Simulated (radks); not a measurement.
Values are calculated unless marked as measured or tabulated.
Charge is removed step by step from the 3s1/2 level of neutral ytterbium, starting from [Xe] 4f14 6s2. Level of theory: Dirac Kohn-Sham, PBE, spin-unpolarised, spherical densities, finite nucleus; Fermi nuclear charge, rms radius 5.3108 fm (a radial shooting solver on a logarithmic mesh with Libxc functionals).

removed (e)  E - E(0) (eV)  eigenvalue (eV)  E minus straight line (eV)
0                    0.000          -2333.8                       0.000
0.25                584.82          -2344.8                      -4.297
0.5                 1172.5          -2356.3                      -5.788
0.75                1763.0          -2368.0                      -4.380
1                   2356.5          -2380.1                       0.000

Removing the whole electron costs 2356.5 eV by Delta-SCF, against 2333.8 eV from minus the eigenvalue at the starting occupation. Slater's transition state (half an electron removed) gives 2356.3 eV. Integrating minus the eigenvalue over the occupation (Janak's theorem) gives 2356.5 eV. The mean slope of the eigenvalue, de/dn, is 46.2 eV per electron.
